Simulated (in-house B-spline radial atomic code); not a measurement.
Cd. Computed with a B-spline radial atomic code. Model: non-relativistic spherical atom: semilocal Troullier-Martins pseudo-atom, one channel per l, against all electrons, high spin, G0W0 and RPA with empty states to l = 8, local potential for every l without a channel, a model core (radius 0 = none) keeps its share of the functional.

Without relativity these are model numbers for so heavy an element.

What the tables leave out is listed at the end.

The pseudopotential gives back the lowest level of each angular momentum of its own functional in the configuration it was made in; a second state of the same l is only approximately right. Exact exchange, RPA and GW see the smooth pseudo-orbitals and miss the exchange with the core, for which the functional's share stands in. The column with an uncorrelated core keeps all orbitals and exact exchange, and so separates missing core correlation from pseudisation. Only the three outermost levels and the lowest empty one were computed. RPA here is direct RPA, with no exchange kernel, and its energies carry an (l + 1/2)⁻⁴ tail. A hybrid on a potential with a model core restores only its own semilocal share of the core's exchange.

Command:
```bash
python run_psgw.py task.json out
```
Settings (lengths in bohr, energies in hartree):
```
Z                      48
electrons              48
configuration          [Kr] 4d10 5s2
generated_in           [Kr] 4d10 5s2
functional             lda,vwn
core_shells            7
radius_factor          0.9
core_correction        True
ion_configuration      [Kr] 4d10 5s1
```

Run time, properties included: 44 s on 1 thread of Intel(R) Xeon(R) Platinum 8488C (Sapphire Rapids), with other jobs on the host.

Given: made with LDA VWN5; model core radius 0.602 bohr; local radius 0.989 bohr; mean-field start LDA VWN5.

Valence shells of the generating configuration: 4p, 4d, 5s.

Channel: s 2.188, p 0.777, d 0.875 (radii in bohr).

Computed: largest level miss in the spin-unpolarised generating configuration 0 eV; valence RPA correlation energy all-electron orbitals -1.1602 hartree; all-electron RPA polarisability, core included 41.746 bohr³; pseudo-atom RPA polarisability 41.816 bohr³; ionisation by mean-field all-electron 8.8546 eV; ionisation by mean-field pseudo minus all 0.003 eV; ionisation by RPA pseudo minus all 0.625 eV.

```json
{"level": "5s", "occupied": "1", "mean-field all-electron (eV)": "-5.5573", "mean-field pseudo minus all (eV)": "0", "G0W0 all-electron (eV)": "-8.5745", "G0W0 uncorrelated core minus all (eV)": "-0.014", "G0W0 pseudo minus all (eV)": "-0.625", "exchange self-energy all-electron (eV)": "-11.184", "exchange self-energy pseudo (eV)": "-11.326"}
```

Q: What is the ionisation by RPA all-electron?

A: 8.837 eV.

Q: What is the valence RPA correlation energy pseudo?

A: -1.3516 hartree.

Given: mean-field start PBE0.

Computed: valence RPA correlation energy all-electron orbitals -1.0936 hartree; valence RPA correlation energy pseudo -1.2831 hartree; all-electron RPA polarisability, core included 39.588 bohr³; pseudo-atom RPA polarisability 36.294 bohr³; ionisation by RPA all-electron 8.6607 eV; ionisation by RPA pseudo minus all 0.69 eV.

```
level  occupied  mean-field all-electron (eV)  mean-field pseudo minus all (eV)  G0W0 all-electron (eV)  G0W0 uncorrelated core minus all (eV)  G0W0 pseudo minus all (eV)  exchange self-energy all-electron (eV)  exchange self-energy pseudo (eV)
   5s         1                       -5.9494                            -0.213                  -8.536                                 -0.011                      -0.712                                 -10.783                           -11.567
```

Q: What is the ionisation by mean-field pseudo minus all?

A: 0.284 eV.

Q: What is the ionisation by mean-field all-electron?

A: 8.2504 eV.

Among the listed levels the largest G0W0 shift of the pseudo-atom is -0.71 eV, for 5s on the PBE0 start, while leaving the core uncorrelated moves that level by -0.01 eV. So pseudisation and the lost core exchange, not the missing core correlation, make the error. Not in the tables (levels of low weight, unsolved or above zero; the highest and the empty levels are kept at any weight): on LDA the G0W0 levels 4d (pseudo minus all +0.25 eV, weights 0.51 and 0.02), 4p (pseudo minus all +0.64 eV, weights 0.23 and 0.04), 5p (pseudo minus all +0.02 eV, weights 0.90 and 0.90); on PBE0 the G0W0 levels 4d (pseudo minus all +0.71 eV, weights 0.64 and 0.41), 4p (pseudo minus all +0.80 eV, weights 0.02 and 0.06), 5p (pseudo minus all +0.11 eV, weights 0.94 and 0.93); no Hartree-Fock pseudo-atom is run with a model core.
